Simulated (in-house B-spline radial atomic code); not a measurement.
Results of a calculation; reference values are marked as such.
**C6 from the polarisability at imaginary frequency: the sulfur ion S⁴⁺**

BP86 linear response of the closed shell [Ne] 3s2, from a B-spline radial code for spherical atoms; scalar-relativistic (spin-free one-electron X2C), finite nucleus, no spin-orbit coupling.

The dispersion coefficient of two like species is C6 = (3/π) ∫ α(iu)² du from 0 to ∞.

```
u (hartree)  α(iu) (bohr³)
          0          4.153
      0.335          3.159
      0.783          1.573
       1.34         0.7694
       2.24         0.3647
       3.35         0.2089
       5.03         0.1242
       7.83         0.0717
       11.2        0.04476
       16.8         0.0248
         28         0.0108
       55.9       0.003141
```

**Question.** Fit one oscillator, α(iu) = α(0)/(1 + u²/ω²), through u = 0.335 and estimate C6.

**Answer.** From α(0)/α(iu) − 1 = 4.153/3.159 − 1 = 0.3147, ω = u/√0.3147 = 0.5972 hartree (16.3 eV). London's formula gives C6 = (3/4) α(0)² ω = 0.75 × 4.153² × 0.5972 = 7.725 hartree·bohr⁶, and the oscillator holds f = α(0) ω² = 1.48 electrons, of a sum of oscillator strengths of 12.0.

**Question.** How does that compare with the full integral?

**Answer.** The program's quadrature over all excitations gives C6 = 8.014, so the single oscillator is off by -3.6 %. At the last point the fit gives α = 0.000474 against 0.00314: higher excitations, and deeper shells where there are any, keep the true curve higher at large u.
